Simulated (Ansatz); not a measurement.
## Worked example: C5H12 + InH2(SH) → C4H10S + InH2(CH3)

Species: C5H12 (neopentane) `CC(C)(C)C`, singlet; InH2(SH), singlet; C4H10S (2-methyl-2-propanethiol) `CC(C)(C)S`, singlet; InH2(CH3), singlet. The partners trade CH3 for SH: C–CH3 and In–SH bonds give way to C–SH and In–CH3.

Shapes, held fixed at every level: PBE0-D4/def2-TZVP. Flexible molecules stand in one conformer, not always the lowest. Programs: Ansatz 0.2.0. Electronic energies: no zero-point or thermal term.

At CCSD(T)/def2-TZVPP; 1 Eh = 2625.50 kJ/mol:

```
  species  energy (Eh)
    C5H12  -197.402711
 InH2(SH)  -589.028882
   C4H10S  -555.894219
InH2(CH3)  -230.488388
```

**Question.** Work out ΔE of the reaction at this level.

**Answer.** 
1. Products less reactants: (-555.894219) + (-230.488388) − [(-197.402711) + (-589.028882)] = 0.048986 Eh = +128.6 kJ/mol.

Other levels give +126.7 (MP2/def2-TZVPP) to +143.8 kJ/mol (HF/def2-TZVPP). No measured value is set beside it here. For atoms past krypton def2 sets carry core potentials with scalar relativity. Outer-core shells of In are correlated in most correlated rows, in sets that cover them unevenly.
